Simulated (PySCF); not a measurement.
# Cr⁵⁺: ionisation energy

Cr⁵⁺ [Ar] 3d1 [3d3/2^1, M_J = 3/2] → Cr⁶⁺ [Ar], as a difference of total energies. All numbers are calculated (PySCF 2.14, the two-component X2C-1e Hamiltonian, in an even-tempered Gaussian basis (18 s from 0.2 bohr⁻², ratio 2.8; 12 p from 0.26 bohr⁻², ratio 2.8; 9 d from 0.26 bohr⁻², ratio 2.8; 4 f from 0.72 bohr⁻², ratio 3)). Correlated levels: [Ne] frozen; the 80 highest virtual spinors dropped. "Screened" scales the spin-orbit matrix elements by Boettger's factors to mimic the two-electron term; Breit and QED terms are absent.

```
                    method  ionisation energy (eV)
           GHF (spin-free)                  89.688
          GMP2 (spin-free)                  90.136
 GHF (screened spin-orbit)                  89.753
GMP2 (screened spin-orbit)                  90.215
```

Question: How much does correlation contribute at GMP2 (screened spin-orbit)?

Answer: 90.215 − (89.753) = 0.462 eV, measured against GHF (screened spin-orbit).

For comparison: 90.635 eV (measured; NIST Atomic Spectra Database, ionization energies).
